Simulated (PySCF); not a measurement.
H3P2, doublet, geometry from GFN2-xTB; B3LYP/6-31G* (PySCF).

PySCF was given this input:
```python
from pyscf import gto, scf, dft

mol = gto.Mole()
mol.atom = '''
    P     0.911322   -0.434191    0.448485
    P    -0.839454    0.334211   -0.480199
    H     1.714562    0.571315   -0.101521
    H    -1.061541    1.416336    0.373520
    H    -1.731043   -0.487949    0.203699
'''
mol.basis = '6-31g*'
mol.charge = 0
mol.spin = 1
mol.verbose = 5
mol.build()

mf = dft.UKS(mol)
mf.xc = 'b3lyp'
mf.kernel()
mf.analyze()
```

### Question
What does PySCF print? Leave out banner, timings and long lists.

### Answer

```
PySCF version 2.14.0

[INPUT] verbose = 5
[INPUT] max_memory = 4000
[INPUT] num. atoms = 5
[INPUT] num. electrons = 33
[INPUT] charge = 0
[INPUT] spin (= nelec alpha-beta = 2S) = 1
[INPUT] symmetry False subgroup None
[INPUT] Mole.unit = angstrom
[INPUT] Symbol           X                Y                Z      unit          X                Y                Z       unit  Magmom
[...]
[INPUT] ---------------- BASIS SET ----------------
[INPUT] l, kappa, [nprim/nctr], expnt,             c_1 c_2 ...
[INPUT] P
[...]
                                2909.42           0.0142062
                                661.364           0.0699995
                                185.759           0.240079
                                59.1943           0.484762
                                20.031            0.3352
[...]
                                81.0101           -0.0360499
                                25.878            -0.116631
                                9.45221           0.0968328
                                3.66566           0.614418
                                1.46746           0.403798
[...]
                                0.748997          0.0328517
                                0.283145          1.08125
[...]
                                81.0101           0.0336936
                                25.878            0.139755
                                9.45221           0.339362
                                3.66566           0.450921
                                1.46746           0.238586
[...]
                                0.748997          0.274058
                                0.283145          0.785421
[...]
[INPUT] H
[...]
                                2.8253937         0.23472695
                                0.6401217         0.81375733
[...]
nuclear repulsion = 82.6460225610677
number of shells = 22
number of NR pGTOs = 114
number of NR cGTOs = 42
basis = 6-31g*
ecp = {}

******** <class 'pyscf.dft.uks.UKS'> ********
method = UKS
initial guess = minao
damping factor = 0
level_shift factor = 0
DIIS = <class 'pyscf.scf.diis.CDIIS'>
diis_start_cycle = 1
diis_space = 8
diis_damp = 0
SCF conv_tol = 1e-09
SCF conv_tol_grad = None
SCF max_cycles = 50
direct_scf = True
direct_scf_tol = 1e-13
number electrons alpha = 17  beta = 16
XC library pyscf.dft.libxc version 7.1.2
    S. Lehtola, C. Steigemann, M. J. T. Oliveira, and M. A. L. Marques,  SoftwareX 7, 1–5 (2018)
XC functionals = b3lyp
[...]
converged SCF energy = -684.457518544493  <S^2> = 0.75389033  2S+1 = 2.0038866
Total Energy =                        -684.457518544493382
[...]
4 H 2s          -0.33989  -0.33798

To work with the spin densities directly, `use mulliken_meta_spin()` only printing them here.

 ** Mulliken spin pop alpha/beta on meta-lowdin orthogonal AOs **
 ** Mulliken Spin Density (per AO)  **
spin_pop of  0 P 1s        0.00000
spin_pop of  0 P 2s        0.00029
spin_pop of  0 P 3s        0.02034
spin_pop of  0 P 4s        0.00005
spin_pop of  0 P 2px       0.00000
spin_pop of  0 P 2py       0.00003
spin_pop of  0 P 2pz       0.00007
spin_pop of  0 P 3px       0.03007
spin_pop of  0 P 3py       0.24370
spin_pop of  0 P 3pz       0.62270
spin_pop of  0 P 4px       0.00017
spin_pop of  0 P 4py       0.00051
spin_pop of  0 P 4pz       0.00078
spin_pop of  0 P 3dxy      0.00015
spin_pop of  0 P 3dyz      0.00068
spin_pop of  0 P 3dz^2     0.00016
spin_pop of  0 P 3dxz      0.00011
spin_pop of  0 P 3dx2-y2   -0.00004
spin_pop of  1 P 1s        0.00000
spin_pop of  1 P 2s        0.00028
spin_pop of  1 P 3s        0.01808
spin_pop of  1 P 4s        0.00047
spin_pop of  1 P 2px      -0.00000
spin_pop of  1 P 2py      -0.00000
spin_pop of  1 P 2pz       0.00000
spin_pop of  1 P 3px      -0.00888
spin_pop of  1 P 3py      -0.00898
spin_pop of  1 P 3pz       0.04275
spin_pop of  1 P 4px      -0.00013
spin_pop of  1 P 4py       0.00040
spin_pop of  1 P 4pz       0.00013
spin_pop of  1 P 3dxy      0.00062
spin_pop of  1 P 3dyz      0.00018
spin_pop of  1 P 3dz^2     0.00005
spin_pop of  1 P 3dxz      0.00064
spin_pop of  1 P 3dx2-y2    0.00015
spin_pop of  2 H 1s       -0.01594
spin_pop of  2 H 2s        0.00021
spin_pop of  3 H 1s        0.05102
spin_pop of  3 H 2s        0.00024
spin_pop of  4 H 1s       -0.00106
spin_pop of  4 H 2s        0.00003
 ** Mulliken Spin Density (per atom)  **
spin density of  0 P =      0.91974
spin density of  1 P =      0.04576
spin density of  2 H =     -0.01573
spin density of  3 H =      0.05126
spin density of  4 H =     -0.00103
 ** Mulliken pop alpha/beta on meta-lowdin orthogonal AOs **
 ** Mulliken pop       alpha | beta **
In total            17.00000 | 16.00000
 ** Mulliken atomic charges   ( Nelec_alpha | Nelec_beta ) **
charge of  0P =     -0.04531  (     7.98253      7.06279 )
charge of  1P =      0.02778  (     7.50899      7.46323 )
charge of  2H =      0.00146  (     0.49141      0.50714 )
charge of  3H =      0.01162  (     0.51982      0.46856 )
charge of  4H =      0.00446  (     0.49726      0.49828 )
Dipole moment(X, Y, Z, Debye): -0.47812,  0.84363,  0.38345
```
